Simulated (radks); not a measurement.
Values are calculated unless marked as measured or tabulated.
Problem. Ionisation of W, [Xe] 4f14 5d4 6s2, to W+, [Xe] 4f14 5d4 6s1, under several functionals. Scalar-relativistic Kohn-Sham, spin-polarised, spherical densities, finite nucleus; open shells are filled with parallel spins first (spin-orbit coupling, left out, can overturn this in heavy ions); a radial shooting solver on a logarithmic mesh with Libxc functionals. Known Delta-SCF values: XLYP 7.937 eV; SOGGA 7.319 eV; MS2 meta-GGA 7.435 eV. What does LDA (Slater exchange, Perdew-Wang correlation) give, and what is its highest occupied eigenvalue?

Solution. 7.958 eV by Delta-SCF; the 6s eigenvalue is -5.081 eV. NIST: 7.864 eV (measured).
